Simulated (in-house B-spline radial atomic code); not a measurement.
**Xe4+: [Kr] 4d10 5s2 5p2**

Computed with a radial B-spline atomic code at the basis-set limit: non-relativistic M06-2X, spin-polarised, spherical fractional occupations, point nucleus.

Effective charges: Z_r = [3n² - l(l+1)]/(2<r>) from the radius, Z_e = n√(-2ε) from the energy, and Slater's rules. Values are occupation-weighted means over spin.

| shell | electrons | ε (eV) | <r> (bohr) | Z_r | Z_e | Slater |
| --- | --- | --- | --- | --- | --- | --- |
| 1s | 2 | -33161 | 0.02816 | 53.27 | 49.37 | 53.70 |
| 2s | 2 | -5112.5 | 0.1211 | 49.54 | 38.77 | 49.85 |
| 2p | 6 | -4816 | 0.103 | 48.52 | 37.63 | 49.85 |
| 3s | 2 | -1098.1 | 0.3205 | 42.12 | 26.95 | 42.75 |
| 3p | 6 | -971.78 | 0.3103 | 40.28 | 25.35 | 42.75 |
| 3d | 10 | -734.9 | 0.2804 | 37.44 | 22.05 | 32.85 |
| 4s | 2 | -242.59 | 0.7461 | 32.17 | 16.89 | 26.25 |
| 4p | 6 | -196.53 | 0.776 | 29.64 | 15.20 | 26.25 |
| 4d | 10 | -115.65 | 0.8619 | 24.36 | 11.66 | 14.85 |
| 5s | 2 | -62.025 | 1.793 | 20.91 | 10.68 | 9.65 |
| 5p | 2 | -49.761 | 1.963 | 18.59 | 9.56 | 9.65 |

The least bound orbital is 5p up at -49.76 eV, and it is also the most diffuse (<r> = 1.963 bohr).

Caution: exact exchange at fractional occupations of open shells leaves self-interaction of up to several eV.
